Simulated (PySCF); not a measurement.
Geometry:
```
atom   x (Å)   y (Å)   z (Å)
  C1  -1.338  -1.362  -1.386
  C2  -0.739  -1.325  -0.212
  C3   0.074  -0.158   0.305
  O4   1.295  -0.577   0.852
  C5   2.160  -1.218  -0.065
  C6  -0.704   0.508   1.414
  C7  -0.977   1.785   1.185
  F8  -1.673   2.546   2.049
 Si9  -0.247   2.298  -0.482
 O10   0.306   0.780  -0.725
 H11  -1.258  -0.543  -2.079
 H12  -1.924  -2.211  -1.693
 H13  -0.802  -2.142   0.493
 H14   3.076  -1.420   0.486
 H15   1.728  -2.156  -0.429
 H16   2.372  -0.568  -0.917
 H17  -0.962  -0.070   2.283
 H18  -1.251   2.600  -1.494
 H19   0.856   3.243  -0.381
```

[PySCF 2.14: NMR shieldings at PBE0/pcSseg-1/GIAO; structure optimised with GFN2-xTB; in vacuum; equivalent nuclei averaged; non-relativistic; single conformer]

Problem. List the cross peaks expected in HSQC, COSY and HMBC spectra.

Solution. 

HSQC (one-bond C–H):
| δH | δC |
| --- | --- |
| 6.44 (H17) | 137.2 (C6) |
| 6.23 (H13) | 148.5 (C2) |
| 6.00 (H11) | 125.0 (C1) |
| 5.69 (H12) | 125.0 (C1) |
| 3.59 (H14/H15/H16) | 52.4 (C5) |

COSY cross peaks (H two or three bonds apart, from the bond graph; peaks can be absent where the dihedral angle is near 90°):
| δH | δH |
| --- | --- |
| 6.23 (H13) | 6.00 (H11) |
| 6.23 (H13) | 5.69 (H12) |
| 6.00 (H11) | 5.69 (H12) |
| 5.43 (H19) | 5.32 (H18) |

HMBC (two and three bonds, from the bond graph):
| δH | δC |
| --- | --- |
| 6.44 (H17) | 176.5 (C7), 148.5 (C2), 110.5 (C3) |
| 6.23 (H13) | 137.2 (C6), 125.0 (C1), 110.5 (C3) |
| 6.00 (H11) | 148.5 (C2), 110.5 (C3) |
| 5.69 (H12) | 148.5 (C2), 110.5 (C3) |
| 5.43 (H19) | 176.5 (C7), 137.2 (C6), 110.5 (C3) |
| 5.32 (H18) | 176.5 (C7), 137.2 (C6), 110.5 (C3) |
| 3.59 (H14/H15/H16) | 110.5 (C3) |

Scale: TMS for ¹H and ¹³C (reference shieldings calculated alike).

Short H···H contacts in this conformer between protons four or more bonds apart (candidates for NOE cross peaks, intensity ∝ r⁻⁶): H13···H15 2.69 Å, H13···H17 2.74 Å.

Shifts are as computed. Against solution values, carbons near 30 ppm lie about +3 ppm off and those near 130 ppm about +5 ppm. Of 1309 compounds with measured shifts, 239 miss one by over three times the rms of a fit or turn the order of signals round; such compounds aren't used in these exercises.
